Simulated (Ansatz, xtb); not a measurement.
# Ranking isomers of C5H5NOSi

4 gas-phase structures of C5H5NOSi, from a drawn sample of its isomers (lower ones may exist). Each was relaxed with GFN2-xTB:

A. `N#Cc1coc([SiH3])c1`, a singlet
B. `N#Cc1ccc([SiH3])o1`, a singlet
C. `N#Cc1cocc1[SiH3]`, a singlet
D. `N#Cc1cc([SiH3])co1`, a singlet

Question: Estimate their order in r2SCAN-D4/def2-SVP energy at these geometries, lowest first.

Answer: Calculated order at r2SCAN-D4/def2-SVP: C (0.0), A (1.0), D (2.1), B (2.1) kcal/mol. Less than 1 kcal/mol parts D and B, so the order within that pair means little.

Energies above the lowest of each column, in kcal/mol; the last columns are at PBE0-D3(BJ)/def2-SVP geometries:

```json
{"structure": "C", "GFN2-xTB": "0.5", "HF/STO-3G": "0.8", "r2SCAN-D4/def2-SVP": "0.0", "PBE0-D3(BJ)/def2-SVP": "0.0", "CCSD(T)/def2-SVP + ΔMP2/def2-TZVPP": "0.0"}
{"structure": "A", "GFN2-xTB": "0.0", "HF/STO-3G": "0.0", "r2SCAN-D4/def2-SVP": "1.0", "PBE0-D3(BJ)/def2-SVP": "1.3", "CCSD(T)/def2-SVP + ΔMP2/def2-TZVPP": "1.3"}
{"structure": "D", "GFN2-xTB": "2.4", "HF/STO-3G": "2.9", "r2SCAN-D4/def2-SVP": "2.1", "PBE0-D3(BJ)/def2-SVP": "2.0", "CCSD(T)/def2-SVP + ΔMP2/def2-TZVPP": "2.3"}
{"structure": "B", "GFN2-xTB": "0.9", "HF/STO-3G": "1.5", "r2SCAN-D4/def2-SVP": "2.1", "PBE0-D3(BJ)/def2-SVP": "2.9", "CCSD(T)/def2-SVP + ΔMP2/def2-TZVPP": "3.1"}
```

CCSD(T)/def2-SVP + ΔMP2/def2-TZVPP puts C lowest; GFN2-xTB picks A, HF/STO-3G picks A. Some further structures that were screened fall inside this span and aren't listed. ΔMP2 is the change of the MP2 energy from the smaller to the larger basis.

Over these structures GFN2-xTB departs from r2SCAN-D4/def2-SVP by 0.8 kcal/mol on average once a common shift is removed. A GFN2-xTB relaxation took about 0.2 s and the r2SCAN-D4/def2-SVP energy about 5.1 s on a shared host (Ansatz 0.2.0, xtb 6.7.1).
